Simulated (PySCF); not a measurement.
## Krypton: a sound run and one with changed settings

Sound run: Kr [Kr], Kr+ [Ar] 3d10 4s2 4p5. Calculation: PySCF 2.14, in cc-pVDZ-DK; scalar relativity by spin-free X2C-1e. In the sound run the correlated levels freeze [Ar] 3d10. The sound run starts from symmetry-adapted Hartree-Fock orbitals and uses a fine grid where one is needed.

A second run was set up differently.

```tsv
species	method	sound run (hartree)	changed run (hartree)	converged
Kr	MP2	-2788.17040	-2788.14768	yes
Kr	CCSD(T)	-2788.18102	-2788.15675	yes
Kr+	MP2	-2787.66295	-2787.63310	yes
Kr+	CCSD(T)	-2787.67757	-2787.64276	yes
```

Ionisation energy of Kr:

```json
{"method": "UHF", "sound run (eV)": "13.157", "changed run (eV)": "13.157"}
{"method": "MP2", "sound run (eV)": "13.808", "changed run (eV)": "14.003"}
{"method": "SCS-MP2", "sound run (eV)": "13.731", "changed run (eV)": "13.962"}
{"method": "CCSD", "sound run (eV)": "13.700", "changed run (eV)": "13.983"}
{"method": "CCSD(T)", "sound run (eV)": "13.700", "changed run (eV)": "13.986"}
```

Problem. What was changed?
A. a valence shell is frozen
B. basis contracted for another Hamiltonian
C. level shift left on
D. too few SCF iterations

Solution. A. Freezing a valence shell removes pair correlation that changes on ionisation.
